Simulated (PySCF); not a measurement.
Structure with atom numbers: `[CH3:1][C@@H:2]1[CH2:3][CH2:4][CH2:5][O:6][C@H:7]1[CH3:8]`. Hydrogens are named by the atom that carries them. Ha(C3), Ha(C4), Ha(C5) are cis to C1 on the ring; Hb(C3), Hb(C4), Hb(C5) are trans to C1 on the ring.

[PySCF 2.14.0 with density-fitted response routines: NMR shieldings at PBE0/pcSseg-1/GIAO; geometry from GFN2-xTB; rapidly exchanging positions averaged; one computed conformer; non-relativistic; in vacuum]

δ = σ(ref) − σ, references computed at the same level: ¹³C vs TMS.

Q: Do the ¹³C shifts follow the atomic charges (in e)? Tabulate both.

A: 
```json
{"atoms": "C7", "hybridisation": "sp3", "δ (ppm)": "83.9", "σ para (ppm)": "-143", "Hirshfeld": "+0.05", "IAO": "+0.10", "Mulliken": "+0.03", "ESP-fitted": "+0.41"}
{"atoms": "C5", "hybridisation": "sp3", "δ (ppm)": "72.2", "σ para (ppm)": "-129", "Hirshfeld": "-0.00", "IAO": "-0.05", "Mulliken": "+0.07", "ESP-fitted": "+0.07"}
{"atoms": "C2", "hybridisation": "sp3", "δ (ppm)": "41.5", "σ para (ppm)": "-104", "Hirshfeld": "-0.03", "IAO": "-0.12", "Mulliken": "-0.35", "ESP-fitted": "+0.20"}
{"atoms": "C3", "hybridisation": "sp3", "δ (ppm)": "36.7", "σ para (ppm)": "-98", "Hirshfeld": "-0.07", "IAO": "-0.26", "Mulliken": "-0.18", "ESP-fitted": "-0.09"}
{"atoms": "C4", "hybridisation": "sp3", "δ (ppm)": "31.3", "σ para (ppm)": "-93", "Hirshfeld": "-0.08", "IAO": "-0.28", "Mulliken": "-0.22", "ESP-fitted": "-0.15"}
{"atoms": "C8", "hybridisation": "sp3", "δ (ppm)": "22.6", "σ para (ppm)": "-82", "Hirshfeld": "-0.13", "IAO": "-0.42", "Mulliken": "-0.19", "ESP-fitted": "-0.61"}
{"atoms": "C1", "hybridisation": "sp3", "δ (ppm)": "20.2", "σ para (ppm)": "-81", "Hirshfeld": "-0.12", "IAO": "-0.42", "Mulliken": "-0.19", "ESP-fitted": "-0.60"}
```

Correlation coefficients of δ with charge over these carbons: Hirshfeld +0.97, IAO +0.95, Mulliken +0.77, ESP-fitted +0.84; with the paramagnetic shielding -1.00. With so few points these coefficients are fragile. Charge is one influence among several: hybridisation and low-lying excitations act through the paramagnetic term.

Shifts are as computed. Against solution values, carbons near 30 ppm lie about +3 ppm off and those near 130 ppm about +5 ppm. Of 1211 compounds with measured shifts, 218 miss one by over three times the rms of a fit or turn the order of signals round; such compounds aren't used in these exercises.
